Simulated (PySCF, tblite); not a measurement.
Species: C7H16N2.
Structure used (GFN2-xTB), in Å, numbered top down from 1:
```
atom  x, y, z in Å
C1     2.8856    0.3990    0.6665
C2     2.1569   -0.4883   -0.3341
C3     0.9136   -1.1260    0.2807
N4    -0.0763   -0.1040    0.5832
C5    -1.2574   -0.6017    1.2981
C6    -2.4090   -0.6556    0.2728
C7    -1.7239   -0.2007   -1.0282
N8    -0.5277    0.5235   -0.6103
C9    -0.7637    1.9351   -0.3741
H10    3.7169    0.9138    0.1902
H11    3.2746   -0.1940    1.4917
H12    2.1994    1.1378    1.0701
H13    1.8442    0.1044   -1.1942
H14    2.8233   -1.2790   -0.6842
H15    0.5205   -1.8961   -0.4028
H16    1.1803   -1.6073    1.2252
H17   -1.4885    0.0941    2.1103
H18   -1.0525   -1.5789    1.7368
H19   -3.2097    0.0296    0.5492
H20   -2.8302   -1.6545    0.1804
H21   -2.3587    0.4284   -1.6494
H22   -1.4071   -1.0652   -1.6188
H23    0.1482    2.3637    0.0354
H24   -1.5886    2.1332    0.3217
H25   -0.9812    2.4127   -1.3284
```

Theory: PBE0/pcSseg-1 in PySCF (dipole) on a GFN2-xTB geometry, gas phase.

Masses are those of the commonest isotopes; rigid-rotor values at the optimised geometry. The values belong to one conformer with, in the numbering `[CH3:1][CH2:2][CH2:3][N:4]1[CH2:5][CH2:6][CH2:7][N:8]1[CH3:9]`, C1–C2–C3–N4 67°, C2–C3–N4–C5 -174°, C3–N4–C5–C6 -105°, N4–C5–C6–C7 2°, C5–C6–C7–N8 -21°, C6–C7–N8–C9 -88°.

Question: Give the principal moments of inertia and the rotational constants in cm⁻¹.

Answer: Ia = 183.91, Ib = 438.08, Ic = 501.60 u·Å²; 505379 MHz·u·Å²/I gives 2748, 1154 and 1008 MHz, that is A = 0.09166, B = 0.03848, C = 0.03361 cm⁻¹.

Question: What kind of rotor is it?

Answer: An asymmetric top; Ray's κ = -0.832.

Question: Is it planar, by Δ = Ic − Ia − Ib?

Answer: Not planar: Δ = Ic − Ia − Ib = -120.38 u·Å². For a rigid frame Δ = −2 Σ m c², so Σ m c² = 60.19 u·Å² lies off the ab plane: 20.79 from hydrogen and 39.40 from heavier atoms. The atom farthest from that plane is 1.96 Å away.

Question: Give the other two planar moments, Paa and Pbb, and the rms extents of the mass along the axes.

Answer: Paa = Σ m a² = (Ib + Ic − Ia)/2 = 377.89 and Pbb = Σ m b² = (Ia + Ic − Ib)/2 = 123.72 u·Å². With the mass M = 128.13 u, the rms extents √(P/M) along a, b and c are 1.72, 0.98, 0.69 Å.

Question: Where do the levels up to J = 5 lie, in cm⁻¹?

Answer: Above 0(0,0):
J = 1: 1(0,1) 0.0721, 1(1,1) 0.1253, 1(1,0) 0.1301
J = 2: 2(0,2) 0.2159, 2(1,2) 0.2646, 2(1,1) 0.2792, 2(2,1) 0.4387, 2(2,0) 0.4391
J = 3: 3(0,3) 0.4309, 3(1,3) 0.4733, 3(1,2) 0.5026, 3(2,2) 0.6550, 3(2,1) 0.6566, 3(3,1) 0.9333, 3(3,0) 0.9333
J = 4: 4(0,4) 0.7162, 4(1,4) 0.7513, 4(1,3) 0.8000, 4(2,3) 0.9431, 4(2,2) 0.9478, 4(3,2) 1.2222, 4(3,1) 1.2223, 4(4,1) 1.6110, 4(4,0) 1.6110
J = 5: 5(0,5) 1.0706, 5(1,5) 1.0983, 5(1,4) 1.1711, 5(2,4) 1.3028, 5(2,3) 1.3136, 5(3,3) 1.5836, 5(3,2) 1.5840, 5(4,2) 1.9722, 5(4,1) 1.9722, 5(5,1) 2.4721, 5(5,0) 2.4721
The levels of one J sum to (2J + 1)J(J + 1)(A + B + C)/3.

Question: Predict some low-J microwave lines.

Answer: The dipole components are |μa| = 1.46 D, |μb| = 0.53 D, |μc| = 0.08 D. Intensities carry the squares of the components, which stand as 1.00 : 0.13 : 0.00 (a : b : c). Some lines, for components of 0.1 D or more:

```tsv
type	branch	J(Ka,Kc)	MHz	lower level (cm⁻¹)
a	Q	3(1,2) ← 3(1,3)	876	0.473
a	Q	4(1,3) ← 4(1,4)	1458	0.751
b	Q	2(1,1) ← 2(0,2)	1896	0.216
b	Q	4(1,3) ← 4(0,4)	2512	0.716
a	R	2(1,2) ← 1(1,1)	4176	0.125
b	Q	3(2,1) ← 3(1,2)	4618	0.503
b	R	3(0,3) ← 2(1,2)	4988	0.265
a	R	3(2,2) ← 2(2,1)	6483	0.439
a	R	3(2,1) ← 2(2,0)	6522	0.439
a	R	3(1,2) ← 2(1,1)	6696	0.279
b	R	4(0,4) ← 3(1,3)	7280	0.473
b	Q	3(3,0) ← 3(2,1)	8295	0.657
a	R	4(1,4) ← 3(1,3)	8334	0.473
a	R	4(0,4) ← 3(0,3)	8551	0.431
a	R	4(2,3) ← 3(2,2)	8637	0.655
a	R	4(3,2) ← 3(3,1)	8663	0.933
a	R	4(3,1) ← 3(3,0)	8665	0.933
b	R	4(1,4) ← 3(0,3)	9605	0.431
b	Q	4(4,0) ← 4(3,1)	11652	1.222
b	Q	4(4,1) ← 4(3,2)	11655	1.222
b	R	3(2,1) ← 2(1,2)	11752	0.265
b	R	4(4,1) ← 3(3,0)	20317	0.933
b	R	4(4,0) ← 3(3,1)	20318	0.933
```

Question: Estimate the classical rotational partition function at 25 K, 200 K and 298.15 K.

Answer: Point group C1, symmetry number σ = 1; q = (√π/σ)·√((kT/h)³/(ABC)), k/h = 20836.6 MHz/K: 11800 at 25 K, 267000 at 200 K, 486000 at 298.15 K.

Its GFN2-xTB frequencies are all real (lowest 18 cm⁻¹). These are rigid-rotor constants of the computed structure; measured ground-state constants (B0) also hold zero-point vibration. A rigid rotor knows nothing of internal rotation, which can split or shift real lines. Quadrupole hyperfine structure (14N) is left out.

On one thread of an Arm Neoverse N1, no GPU (shared host), this took 1.7 min (with the writing of density and orbital grids) and 1.1 GiB of memory at its peak. This is the PBE0/pcSseg-1 job that gave the dipole, with the shieldings it also computed.
